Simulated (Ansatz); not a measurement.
# Abstraction of Br: GeH(CH3)2Br + GeH2Br → GeH(CH3)2 + GeH2Br2

Species: GeH(CH3)2Br, singlet; GeH2Br `[GeH2][Br]`, doublet; GeH(CH3)2, doublet; GeH2Br2 `[Br][GeH2][Br]`, singlet. A radical takes Br: the energy is the difference in strength between two Ge–Br bonds in different surroundings.

Shapes, held fixed at every level: PBE0-D4/def2-TZVP. Programs: Ansatz 0.2.0. Electronic energies: no zero-point or thermal term.

(1) Estimate ΔE of this reaction.

## Answers

(1) The highest level, CCSD(T)/def2-TZVPP, gives ΔE = +30.3 kJ/mol; the levels span +30.3 to +33.0. The column of differences is taken from that level and isn't an error. No measured value is set beside it here. Open shells run unrestricted. Relativity is left out for Br, Ge. Outer-core shells of Br, Ge are correlated, in sets that cover them unevenly. Times are processor times on shared x86 and Arm servers, and rough.

```
              level                    kind  ΔE (kJ/mol)  less CCSD(T)/def2-TZVPP  CPU time (sum over the molecules)
  PBE-D4/def2-TZVPP                     GGA        +31.0                     +0.7                               28 s
B3LYP-D4/def2-TZVPP           global hybrid        +32.8                     +2.5                               52 s
 PBE0-D4/def2-TZVPP           global hybrid        +30.9                     +0.6                               38 s
 wB97M-V/def2-TZVPP  range-separated hybrid        +33.0                     +2.7                            2.2 min
 wB97X-V/def2-TZVPP  range-separated hybrid        +32.2                     +1.9                               94 s
  B2PLYP/def2-TZVPP           double hybrid        +31.1                     +0.8                               60 s
    CCSD/def2-TZVPP   coupled cluster or CI        +30.3                      0.0                                  –
 CCSD(T)/def2-TZVPP   coupled cluster or CI        +30.3                      0.0                             14 min
```
